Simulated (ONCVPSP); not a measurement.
## Zr, ONCV: configuration errors across variants

* Element: Zr (Z = 40)
* Generator: ONCVPSP 4.0.1
* Type: optimised norm-conserving Vanderbilt (ONCV)
* Functional: PBE
* Relativity: scalar-relativistic
* Frozen core: [Ar] 3d10
* Valence charge: 12
* Reference configuration: 4s2 4p6 4d1 (charge +3)
* Partial waves: 4s: rc 1.70 bohr, ncon 3, nbas 6, qcut 7.4 1/bohr, 2 projectors, debl 3.5 Ha; 4p: rc 2.10 bohr, ncon 5, nbas 9, qcut 5.6 1/bohr, 2 projectors, debl 3.7 Ha; 4d: rc 2.75 bohr, ncon 4, nbas 9, qcut 6.9 1/bohr, 3 projectors, debl 2.2 Ha
* Local potential: polynomial inside 1.55 bohr (lpopt 5, dvloc0 1 Ha)
* Core correction: none

In the p channel the program set the typed energies aside and used -2.175, 0.050 Ha.

All-electron excitation energies from the reference (eV): (1) 4s2 4p6 4d2 5s2 -42.704; (2) 4s2 4p6 4d2 5s1 -35.567; (3) 4s2 4p6 4d2 -22.626; (4) 4s2 4p5 4d2 5s2 -4.710.

2 further variants failed, have other tests or too few solved ones, and are left out.

Errors AE − PS in meV (a dash: test not solved or not reliable):

| change | (1) | (2) | (3) | (4) | bound ghosts | GHOST(+) flags above zero |
| --- | --- | --- | --- | --- | --- | --- |
| base | +8.9 | +13 | +15 | -69 | none | s |
| d: qcut 4.1 | +58 | +88 | +111 | -163 | none | s |
| d: qcut 5 | +29 | +45 | +57 | -117 | none | s |
| d: qcut 6 | +15 | +23 | +29 | -86 | none | s |
| d: qcut 7.8 | +7.6 | +10 | +12 | -65 | none | s |

(1) Give the same row for: d: qcut 9.2.

Results:

(1) +0.1, -1.1, -3.6, -36; bound ghosts: none; GHOST(+) flags above zero: s.
